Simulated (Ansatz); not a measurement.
A search over several starts for the lowest SCF solution of MoNF3⁺ at the given spin, in a small basis.

```yaml
crystal:
  periodic: [false, false, false]
  atoms:
    - {symbol: Mo, position_ang: [-0.000219, 0.000419, -0.043845]}
    - {symbol: N, position_ang: [0.008154, -0.015379, 1.596866]}
    - {symbol: F, position_ang: [1.788708, 0.009382, -0.526794]}
    - {symbol: F, position_ang: [-0.902039, 1.554087, -0.498164]}
    - {symbol: F, position_ang: [-0.894604, -1.548508, -0.528062]}
basis:
  gaussian: {orbitals: def2-SVP}
total_charge: 1
magnetization: {spin_polarized: true, initial_magnetization: 1}
hamiltonian: {xc: pbe0, dispersion: d4}
output: {orbitals: {seedname: orbitals}}
```

```sh
$ ansatz run in.yaml --threads 4 --pin off --events-out ev --progress --plain --max-ram 3916MiB
```

Output, abridged:

```
Functional definition: PBE0
847 factors; integrals over basis functions are off by at most 1.4e-3 eV
mean field evaluation 1: about -11454.2803 eV, gradient 6.8e1 eV
mean field evaluation 2: about -11303.0558 eV, gradient 2.1e2 eV
mean field evaluation 4: about -11469.9510 eV, gradient 6.4e0 eV
mean field evaluation 8: about -11470.2570 eV, gradient 5.1e-1 eV
mean field evaluation 16: about -11470.2612 eV, gradient 2.2e-3 eV
mean field evaluation 32: about -11470.2612 eV, gradient 2.3e-5 eV
mean field -11470.26120867 eV, -421.5243245964 hartree, gradient 5.6e-6 eV, S^2 0.780220; 4 other end points of the search recorded, 0 dependent functions left out
reference -11470.26126508 eV, -421.5243266693 hartree; 24, 23 occupied and 63, 64 virtual orbitals, 847 factors
Total energy: -11470.34192146 eV, -421.5272907365 hartree
```

Run time 4.7 s (4 threads of Arm Neoverse V1 on a shared host).

In the def2 sets Mo takes a core potential; there is no spin–orbit coupling.
